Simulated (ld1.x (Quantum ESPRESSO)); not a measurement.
Which change was made? (Lu, TM semilocal)

- Element: Lu
- Generator: ld1.x (Quantum ESPRESSO) 7.5
- Type: norm-conserving Troullier–Martins (semilocal form)
- Functional: LDA (PZ)
- Relativity: scalar-relativistic
- Frozen core: [Xe]
- Valence charge: 17
- Reference configuration: 4f14 5d1 6s1.75 6p0.25
- Partial waves: 6p (bound): rc 3.20 bohr; 5d (bound): rc 2.40 bohr; 4f (bound): rc 1.25 bohr; 6s (bound): rc 3.05 bohr
- Local potential: the s channel
- Core correction: none

Cutoffs, loose and tight: the cutoffs (Ry, on a coarse ladder) from which the occupation-weighted sum of valence levels, in a spherical-Bessel basis at the reference potential, stays within 10 and 1 mRy of its value at 400 Ry. They do not see the model core or the augmentation charge, which bear on the density cutoff. Test errors are all-electron minus pseudo excitation energies from the reference, over the configurations 4f14 5d1 6s2 6p0; 4f14 5d1 6s1 6p0; 4f14 5d1 6s0 6p0; 4f14 5d2 6s1 6p0; 4f14 5d1 6s0 6p1; 4f13 5d1 6s2 6p0; 4f14 5d0 6s2 6p1 (two spin-polarised tests are not counted in the largest error); variants that change the core or the reference have their own tests. The largest error is taken over the tests solved by every variant that gives reliable tests at all, those not shown here included: 4f13 5d1 6s2 6p0; 4f14 5d1 6s0 6p0; 4f14 5d1 6s0 6p1; 4f14 5d1 6s1 6p0.

The base gives: outcome: generated; cutoff, loose: 300 Ry; cutoff, tight: over 300 Ry; bound ghosts: none; largest test error (meV): -1009.

**Question.** After one change the result is: outcome: generated; bound ghosts: none; largest test error (meV): -277. Which change was it?
A. core [Kr] 4d10 5s2, valence charge 23; reference 4f14 5p6 5d1 6s1 6p1; waves now 6s (bound): rc 2.35 bohr; 5p (bound): rc 1.55 bohr; 5d (bound): rc 2.80 bohr; 4f (bound): rc 0.75 bohr; local potential the f channel
B. wave 4f (bound): rc 1.25 bohr becomes 4f (bound): rc 1.46 bohr
C. all radii scaled by about 1.32 (s 4.02, p 4.22, d 3.16, f 1.64 bohr)

**Answer.** A. The others give: all radii scaled by about 1.32 (s 4.02, p 4.22, d 3.16, f 1.64 bohr) → outcome: generated; cutoff, loose: 200 Ry; cutoff, tight: 300 Ry; bound ghosts: none; largest test error (meV): -567 | wave 4f (bound): rc 1.25 bohr becomes 4f (bound): rc 1.46 bohr → outcome: generated; cutoff, loose: 230 Ry; cutoff, tight: over 300 Ry; bound ghosts: none; largest test error (meV): -956. In the semilocal form every listed channel keeps its own potential, so the choice of the local channel does not act on these tests. It acts once the file is put into the separable form.
